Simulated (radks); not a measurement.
The numbers below are computed, except where a source is named.
Question: Successive ionisation energies (eV) of one element, from differences of total energies of ions in their ground configurations, starting at charge 0: 7.262, 17.362, 32.252, 49.818, 69.575, 91.217, 160.30, 184.45, 208.87, 242.45, 269.50. Code: a radial shooting solver on a logarithmic mesh with Libxc functionals. Model: non-relativistic Kohn-Sham, PBE, spin-polarised, spherical densities, point nucleus; open shells are filled with parallel spins first. Which element is it?

Answer: Chromium (Z = 24). The first species listed is Cr in [Ar] 3d5 4s1, the last Cr10+ in [Ne] 3s2 3p2.
